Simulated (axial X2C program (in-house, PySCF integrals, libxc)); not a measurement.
## BaY with a deliberately poor setting

Computed with an in-house relativistic program for diatomic molecules.

The run was started with this input:
```json
{"zs": [56, 39], "q": 0, "bas": ["dyall-v2z", "dyall-v2z"], "levels": ["PBE0", "HF", "PW91", "B97-3"], "cc": false, "r0": 3.59, "npts": 10, "nst": 2, "ntry": 6, "opt": {"maxit": 7}}
```
```bash
python so2c.py task.json out
```

Keys: zs atomic numbers; q charge; bas basis sets; levels methods; cc coupled cluster on or off; r0 starting distance in Å; npts points on the curve; nst determinants followed; ntry starts of the search; maxit SCF iteration limit on the curve. HF also brings MP2.

Q: One numerical setting was spoiled on purpose. Which, and what came out?

A: Too few iterations allowed. States: spin-free M_S = 3/2, Λ = 0; 2c Ω = 3/2. The apparent results, which are not to be taken for properties of BaY:

```tsv
Hamiltonian	level	points converged	Re (Å)	ωe (cm⁻¹)	De (eV)	curve-fit residual (μEh)
spin-free	PBE0	1 of 10	n/a	n/a	n/a	n/a
spin-free	HF	0 of 10	n/a	n/a	n/a	n/a
spin-free	PW91	0 of 10	n/a	n/a	n/a	n/a
spin-free	B97-3	0 of 10	n/a	n/a	n/a	n/a
2c	PBE0	1 of 10	n/a	n/a	n/a	n/a
2c	HF	0 of 10	n/a	n/a	n/a	n/a
2c	PW91	0 of 10	n/a	n/a	n/a	n/a
2c	B97-3	0 of 10	n/a	n/a	n/a	n/a
```
